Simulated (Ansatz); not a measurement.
Basis-set extrapolation for C₂H₄AlNS (`[NH2][Al]1[CH]=[C]1S`) (PBE0-D4/def2-TZVP geometry, frozen core, the Gaussian-basis code of Ansatz). Multiplicity 1, RHF reference.

|  | def2-TZVPP | def2-QZVPP |
| --- | --- | --- |
| HF | -772.005586 | -772.029973 |
| MP2 correlation | -0.769493 | -0.826019 |
| CCSD(T) correlation | -0.843646 | not run |

Energies in hartree. Use E(X) = E(∞) + A·exp(−7.88·√X) for Hartree–Fock and E(X) = E(∞) + B·X^(−2.97) for correlation, with X = 3 and 4, and add CCSD(T) minus MP2 of the smaller set to the MP2 limit.

What is the CCSD(T) energy at the basis-set limit?

HF limit: -772.029973 + (-0.024387) × 0.13774 = -772.03333. MP2 limit: -0.826019 + (-0.056526) × 0.74074 = -0.86789. Higher-order term: -0.843646 − (-0.769493) = -0.07415. Total: -772.97537 hartree, 3.43 eV below CCSD(T)/def2-TZVPP.
